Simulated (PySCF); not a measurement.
# Correlation energy of Zr⁺ (zirconium, charge +1)

[Kr] 4d2 5s1, high-spin 4F determinant. Computed with PySCF 2.14 in aug-cc-pwCVDZ-PP with ECP28MDF (6s6p5d3f, 70 functions), with a scalar-relativistic core potential. Frozen: 4s2 4p6; 3 electrons correlated.

| level | correlation energy (mhartree) |
| --- | --- |
| CCSD | -15.31 |
| (T) | -0.10 |
| CCSD(T) | -15.41 |

Diagnostics: T1 = 0.0042, D1 = 0.0090, largest double amplitude 0.023.

**Question.** Is a single reference adequate?

**Answer.** Yes, within this model without spin-orbit coupling: T1 lies below 0.03 and no double amplitude reaches 0.07.
